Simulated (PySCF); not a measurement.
Excitations are Tamm–Dancoff values on a coarser integration grid. The basis has no diffuse functions, so Rydberg states are missing or too high.

Cartesian coordinates (Å):
SMILES: F[SiH2][SiH2][SiH2]S
```xyz
12

F     -3.3967    -0.7928    -0.1902
Si    -1.9103    -0.3341    -0.6643
Si    -0.4090    -0.3882     1.1415
Si     1.5889     0.5614     0.3588
S      1.9240    -0.4063    -1.5422
H     -2.0171     1.0541    -1.2096
H     -1.4722    -1.2650    -1.7477
H     -0.1758    -1.7932     1.6031
H     -0.9246     0.4252     2.2890
H      1.4037     2.0359     0.1735
H      2.7412     0.3528     1.2921
H      3.0221     0.3192    -1.8656
```
Charge 0, multiplicity 1.

Question: What is the computed LUMO, S1–T1 gap (TDA), S1 oscillator strength, S1 excitation (TDA), total energy, HOMO, HOMO–LUMO gap and dipole moment (PBE-D3(BJ)/def2-TZVP run with PySCF 2.14.0)?

Answer: 
```
Property                        Value
----------------------  -------------
LUMO                         -1.89 eV
S1–T1 gap (TDA)               0.18 eV
S1 oscillator strength          0.006
S1 excitation (TDA)           4.62 eV
total energy            -1370.1748 Ha
HOMO                         -6.43 eV
HOMO–LUMO gap                 4.54 eV
dipole moment                  2.01 D
```
